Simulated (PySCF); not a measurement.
SiOF2, SMILES O=[Si](F)F.

Geometry optimised at B3LYP-D3(BJ)/def2-TZVP.

Two levels are set side by side: TDDFT-PBE/def2-SVPD (PySCF) and ADC(2)/aug-cc-pVDZ (PySCF). Vertical, same geometry; the bases differ. Differences are taken from unrounded values.

```json
[
 {"quantity": "lowest singlet excitation (eV)", "TDDFT-PBE": "4.86"}
]
```

Question: These are the TDDFT-PBE values. What does ADC(2) give? (The exact figures need the calculation; the answer reports its results.)

Answer: 
| quantity | ADC(2) | TDDFT-PBE minus ADC(2) |
|---|---|---|
| lowest singlet excitation (eV) | 5.16 | -0.31 |

A lower first singlet is the usual sign of a functional without exact exchange. Differences between two approximate levels are no errors against the true value.

Rough cost on one machine, each run with all the roots and properties that it gave: ADC(2) against TDDFT-PBE about 10 times.
